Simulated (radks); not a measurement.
Yb+, configuration [Xe] 4f14 6s1.

Calculated with a radial shooting solver on a logarithmic mesh with Libxc functionals: Dirac Kohn-Sham, PBE, spin-unpolarised, spherical densities, point nucleus.

Energy parts (eV):
part                      energy
total                 -383019.84
kinetic                425610.22
electron-nucleus      -950811.70
Hartree                150195.33
exchange-correlation    -8013.69

Orbitals (lengths in bohr, moments of r in powers of bohr; <r^-3> diverges for s and p1/2; r(90%) holds 90 % of the orbital's charge):
orbital,occ.,eigenvalue (eV),r(90%),<r^-3>
1s1/2,2,-61175.47,0.0357,-
2s1/2,2,-10363.76,0.129,-
2p1/2,2,-9884.310,0.114,-
2p3/2,4,-8837.184,0.124,13470
3s1/2,2,-2341.049,0.318,-
3p1/2,2,-2129.743,0.310,-
3p3/2,4,-1907.480,0.329,2975
3d3/2,4,-1548.382,0.301,509.4
3d5/2,6,-1499.828,0.307,441.4
4s1/2,2,-465.9409,0.701,-
4p1/2,2,-380.4776,0.722,-
4p3/2,4,-330.1781,0.769,673.3
4d3/2,4,-189.7761,0.833,99.14
4d5/2,6,-180.6215,0.850,84.23
5s1/2,2,-61.6169,1.75,-
5p1/2,2,-38.5807,2.02,-
5p3/2,4,-32.4866,2.20,79.34
4f5/2,6,-10.4720,1.36,12.68
6s1/2,1,-9.2755,5.19,-
4f7/2,8,-9.1546,1.41,12.01
5d3/2,0,-6.6405,4.51,3.301
5d5/2,0,-6.3518,4.68,2.652
6p1/2,0,-5.8585,6.59,-
6p3/2,0,-5.4028,6.98,6.163

The highest occupied level is 4f7/2 at -9.155 eV. Summed over all electrons, <r^2> = 50.88 bohr^2, which gives a Langevin (diamagnetic) susceptibility term of -40.3 x 10^-6 cm^3/mol.
